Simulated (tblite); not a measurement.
Run record: tight-binding relaxation, `O=C(c1ccco1)C[SiH2]O`.

Computed with GFN2-xTB geometry optimisation, gas phase (tblite 0.8.0). Start geometry: from a force field or distance geometry. The command runs a driver script over a list of jobs; the input below is this job's line of settings and its coordinates in Å.

Command:
```bash
OMP_NUM_THREADS=1 python probes_run.py task.json out
```

Input:
```
{"job": {"kind": "relax", "xc": "GFN2-xTB", "basis": "xTB"}, "charge": 0, "multiplicity": 1}
O      0.973800     1.367000    -0.781600
C      0.369600     0.427000    -0.269500
C      1.129800    -0.750000     0.356700
Si     2.926900    -0.831500    -0.050900
O      3.748900     0.562300     0.303100
C     -1.077100     0.377000    -0.169900
C     -2.034800     1.264900    -0.619400
C     -3.283800     0.723000    -0.245600
C     -3.014300    -0.465400     0.400900
O     -1.684200    -0.679400     0.460500
H      0.650800    -1.678700     0.009200
H      0.986700    -0.689200     1.441700
H      3.110400    -1.141700    -1.469800
H      3.551700    -1.943200     0.726000
H      3.388600     1.366600    -0.138100
H     -1.845200     2.188000    -1.130500
H     -4.269100     1.138600    -0.432300
H     -3.637400    -1.229000     0.857800
```

Output:
```
step      E/eV     max force
  0    -840.26624    2.180
  1    -840.38814    1.039
  2    -840.40416    0.784
  3    -840.41611    0.280
  4    -840.42698    0.258
  5    -840.43356    0.286
  6    -840.44214    0.279
  7    -840.44826    0.191
  8    -840.45291    0.157
  9    -840.45611    0.119
... (117 lines left out)
127    -840.60098    0.025
128    -840.60105    0.019
129    -840.60110    0.019
130    -840.60114    0.017
131    -840.60119    0.017
132    -840.60125    0.020
133    -840.60133    0.018
134    -840.60138    0.017
135    -840.60142    0.014
136    -840.60144    0.010
```

«max force» is the largest atomic force in eV/Å.

Problem. From which step on does the largest force stay under 0.1 eV/Å, and how much energy is left to gain from there?

Solution. From step 91 (0.100 eV/Å), 9.8 meV above the end.

In short: energy lowered by 7.7 kcal/mol over 136 steps; largest atomic force 0.010 eV/Å at the end.

Hardware: one thread of an Arm Neoverse V1, shared host with 32 logical CPUs at a one-minute load of 22. Cost: 1.2 s of wall time.
Labels such as C1 count atoms from 1, the log's own numbers from 0.
